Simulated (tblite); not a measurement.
Compound: C₂H₉F₂NSi₃.
SMILES with atom numbers: `[NH2:1][CH2:2][C@:3]1([F:4])[SiH2:5][Si@H:6]([F:7])[SiH2:8]1` (hydrogens: H9, H10 on N1; H11, H12 on C2; H13, H14 on Si5; H15 on Si6; H16, H17 on Si8)

Structure used (GFN2-xTB), in Å, numbered top down from 1:
```xyz
17
C2H9F2NSi3 angstrom
N      2.367   -0.289    0.536
C      1.552    0.567   -0.315
C      0.208   -0.100   -0.494
F      0.390   -1.147   -1.442
Si    -1.313    0.954   -1.129
Si    -2.556   -0.281    0.422
F     -3.387    0.641    1.481
Si    -0.427   -0.951    1.156
H      3.265    0.138    0.737
H      2.541   -1.166    0.057
H      2.009    0.778   -1.296
H      1.403    1.517    0.204
H     -1.033    2.376   -0.885
H     -1.454    0.794   -2.577
H     -3.643   -1.172    0.012
H      0.114   -0.282    2.339
H     -0.042   -2.363    1.185
```

Computed values, GFN2-xTB/tblite, gas phase, harmonic and unscaled. This tight-binding method is rough: wavenumbers can miss measured ones by several per cent, in bad cases by 10 to 20. Modes of hydrogen on silicon can be 10 to 20 % off. One conformer, not necessarily the lowest.

Harmonic wavenumbers (cm⁻¹): 38.0, 88.5, 120.4, 126.4, 132.3, 206.8, 237.8, 256.1, 306.3, 329.0, 360.6, 365.9, 386.1, 393.3, 426.2, 456.5, 509.7, 533.4, 544.4, 607.8, 667.3, 692.9, 751.2, 765.6, 785.3, 798.0, 856.5, 934.0, 1006.5, 1079.9, 1129.2, 1149.1, 1254.6, 1345.9, 1478.1, 1559.2, 2192.0, 2214.6, 2241.1, 2248.2, 2255.0, 2835.3, 2964.2, 3383.8, 3414.5.

A = 1916, B = 803.8, C = 693.5 MHz; mass 169.001 u (most abundant isotopes); point group C1, symmetry number 1.

Task: Zero-point energy?

Result: ½Σν̃ = 23214 cm⁻¹ = 66.37 kcal/mol.

Task: Entropy at 200 K, 1 bar (ideal gas, RRHO, classical rotation)?

Result: Translation 39.32, rotation 28.90, vibration 23.29: S = 91.5 cal/(mol K).

Task: And Cp and H(200 K) − H(0)?

Result: Cp = 35.73 cal/(mol K), of which vibrations give 27.78 (their classical limit is 45 R = 89.4); H(200 K) − H(0) = 4.24 kcal/mol without the zero-point energy, 2.65 from vibrations.

Task: What must be added to the electronic energy to get the Gibbs energy at 200 K and 1 bar?

Result: ZPE + [H(200 K) − H(0)] − T·S = 66.37 + 4.24 − 18.30 = 52.31 kcal/mol.

Task: How do the functions run with temperature in this model?

Result: 
```json
{"T (K)": "150", "S (cal/(mol K))": "82.3", "Cp (cal/(mol K))": "28.8", "H − H(0) (kcal/mol)": "2.62", "G − H(0) (kcal/mol)": "-9.72", "ln q(vib)": "3.42"}
{"T (K)": "250", "S (cal/(mol K))": "100.2", "Cp (cal/(mol K))": "41.8", "H − H(0) (kcal/mol)": "6.18", "G − H(0) (kcal/mol)": "-18.86", "ln q(vib)": "6.74"}
{"T (K)": "298.15", "S (cal/(mol K))": "108.0", "Cp (cal/(mol K))": "46.9", "H − H(0) (kcal/mol)": "8.32", "G − H(0) (kcal/mol)": "-23.87", "ln q(vib)": "8.36"}
{"T (K)": "400", "S (cal/(mol K))": "123.0", "Cp (cal/(mol K))": "55.5", "H − H(0) (kcal/mol)": "13.55", "G − H(0) (kcal/mol)": "-35.65", "ln q(vib)": "11.75"}
{"T (K)": "600", "S (cal/(mol K))": "147.9", "Cp (cal/(mol K))": "66.9", "H − H(0) (kcal/mol)": "25.89", "G − H(0) (kcal/mol)": "-62.83", "ln q(vib)": "17.97"}
{"T (K)": "900", "S (cal/(mol K))": "177.1", "Cp (cal/(mol K))": "77.2", "H − H(0) (kcal/mol)": "47.65", "G − H(0) (kcal/mol)": "-111.76", "ln q(vib)": "26.14"}
```

q(vib) and H(0) count from the zero-point level.

Task: Blend soft modes into free rotors: weight 1/[1 + (100 cm⁻¹/ν̃)⁴] for the oscillator and the rest for a rotor with moment μB/(μ + B), μ = h/(8π²ν), B = 10⁻⁴⁴ kg m². What vibrational entropy results?

Result: 22.01 cal/(mol K) in place of 23.29, which changes −T·S at 200 K by +0.26 kcal/mol.

Task: Which modes carry the vibrational entropy at 200 K?

Result: 38.0 cm⁻¹: 4.57; 88.5 cm⁻¹: 2.92; 120.4 cm⁻¹: 2.33; 126.4 cm⁻¹: 2.24; 132.3 cm⁻¹: 2.16; 206.8 cm⁻¹: 1.37 cal/(mol K); the other 39 give 7.70 together.

Hindered rotation and anharmonicity are outside this model. Other conformers, if any are populated, would add a mixing term that is left out. The structure is chiral; the term R ln 2 for an equal mix with its mirror image is left out.
